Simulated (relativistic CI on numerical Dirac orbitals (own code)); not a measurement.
Au²⁺: N6,7 absorption edge

Computed with this model: Dirac-Coulomb-Breit CI, separate exchange-only KLI orbitals for each configuration, model QED, multiplet model of core-to-valence dipole absorption, unscaled Slater integrals; configurations [Xe] 4f14 5d9 → [Xe] 4f13 5d10; 300 K; Lorentzian 0.45 eV and Gaussian 0.3 eV FWHM. Energies are those of the free ion, without screening or charge transfer. The branching ratio is the share of the lower-energy edge in the whole absorption, uncertain by about 0.02 where the edges overlap. S is read from ⟨S²⟩ = S(S + 1).

Field parameters in Wybourne normalisation: Oh B⁴₀ = 21Dq, B⁴₄ = √(5/14) B⁴₀. The field is a parameter set, without covalency.

Case free ion, the dichroism is that of the ground state at zero temperature, magnetised by exchange field 10 meV on Sz. The dichroism I(Δm = −1) − I(Δm = +1), over the sum of the three polarisations, integrates to 0.6831 on the lower edge and -0.0125 on the upper edge. The branching ratio is 0.956.

(1) Use the orbital sum rule with 1 holes to get ⟨Lz⟩.

Results:

(1) For a f → d edge ⟨Lz⟩ = -3 × n_h × (sum of both integrals) in this sign convention = -2.01; the ground state itself has ⟨Lz⟩ = -2.00 and ⟨Sz⟩ = -0.50. The rule assumes one radial integral for both edges, which relativistic orbitals only approach.
